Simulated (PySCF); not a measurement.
**Correlation energy of Pr (praseodymium, neutral)**

[Xe] 4f3 5d1 6s1, one real determinant (an excited configuration). Computed with PySCF 2.14 in ANO-RCC-VTZP (8s7p5d3f2g1h, 104 functions), with scalar relativity by spin-free X2C-1e. Frozen: [Ar] 3d10; 31 electrons correlated.

MP2 pair energies summed by pair of shells (mhartree):

| pair | energy | share (%) |
| --- | --- | --- |
| 4d-4d | -201.94 | 22.9 |
| 5p-5p | -117.57 | 13.3 |
| 4d-5p | -108.97 | 12.3 |
| 4d-4f | -91.07 | 10.3 |
| 4f-5p | -83.91 | 9.5 |
| 4p-4d | -44.19 | 5.0 |
| 5s-5p | -37.48 | 4.2 |
| 4d-5s | -30.59 | 3.5 |
| 5p-5d | -23.41 | 2.7 |
| 4f-5s | -17.85 | 2.0 |
| 4f-4f | -17.62 | 2.0 |
| 4p-4p | -16.77 | 1.9 |
| 4p-4f | -14.58 | 1.7 |
| 5p-6s | -14.06 | 1.6 |
| 4p-5p | -8.98 | 1.0 |
| 4s-4d | -8.92 | 1.0 |
| 4f-5d | -6.65 | 0.8 |
| 5s-5s | -6.39 | 0.7 |
| 4p-5s | -4.98 | 0.6 |
| 4s-4p | -4.50 | 0.5 |
| 4d-5d | -4.38 | 0.5 |
| 5d-6s | -3.26 | 0.4 |
| 4f-6s | -3.17 | 0.4 |
| 5s-5d | -3.02 | 0.3 |
| 4d-6s | -2.40 | 0.3 |
| 4s-4f | -2.30 | 0.3 |
| 4s-4s | -1.37 | 0.2 |
| 4s-5p | -0.99 | 0.1 |
| 5s-6s | -0.73 | 0.1 |
| 4s-5s | -0.37 | 0.0 |

Total MP2 correlation energy: -882.93 mhartree.

Same-spin part -331.31 and opposite-spin part -551.62 mhartree; SCS-MP2 scales them by 1/3 and 6/5 to -772.38 mhartree.

The reference is one real determinant that mixes LS terms of this configuration.
